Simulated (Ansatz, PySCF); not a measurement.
This PySCF input computes a PBE0/def2-TZVPD energy:

```python
from pyscf import gto, scf, dft

mol = gto.M(
    atom='''
    S    -0.00000000   -0.00000000   -0.95276010
    S     0.00000000    0.00000000    0.95276010
    ''',
    basis='def2-tzvpd',
    charge=0,
    spin=0,
    verbose=4,
)

mf = dft.RKS(mol, xc='pbe0').density_fit(auxbasis='def2-universal-jkfit')
mf.grids.level = 3
mf.conv_tol = 1e-9
mf.max_cycle = 100
mf.max_memory = 1500
mf.kernel()
if not mf.converged:
    mf = mf.newton()
    mf.kernel(mf.make_rdm1())
mf.analyze()
```

**Question.** Write an input for the same energy in Ansatz (a quantum-chemistry and plane-wave program) and say what it gives.

**Answer.** 
Ansatz 0.2 input:
```yaml
crystal:
  periodic: [false, false, false]
  atoms:
    - {symbol: S, position_ang: [-0.00000000, -0.00000000, -0.95276010]}
    - {symbol: S, position_ang: [0.00000000, 0.00000000, 0.95276010]}
basis:
  gaussian:
    orbitals: def2-TZVPD
hamiltonian:
  xc: {name: PBE0}
output: {forces: true}
```
It gives -796.07933 Eh, and PySCF -796.07935 Eh, a difference of 0.02 mEh, from the treatment of integrals and grids.

This is an excited singlet: at this geometry the triplet lies 0.73 eV lower at CCSD(T)/CBS(aug-cc-pV(T+d)Z,aug-cc-pV(Q+d)Z).
